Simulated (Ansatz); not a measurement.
`[AuH]`. The species carries charge 0 and has multiplicity 1. Correlated methods include outer-core shells of Au, which these sets cover unevenly. Au takes the def2 core potential.

Cartesian coordinates in Å:
```
Au -0.4425 0.6285 -0.0451
H 0.4425 -0.6285 0.0451
```

(1) Give the diagnostics of a CCSD(T)/def2-TZVPP run (all electrons outside any core potential correlated, Ansatz). (Estimate.)

Answers

(1) The calculation gave: T1 = 0.0270, largest single amplitude 0.095, largest double 0.034, (T) share of the correlation energy 3.5 %, 11 CCSD cycles. The RHF solution is stable towards an unrestricted one. T1 lies over the customary mark of 0.02 for closed shells; compounds of d metals often pass it without a breakdown.
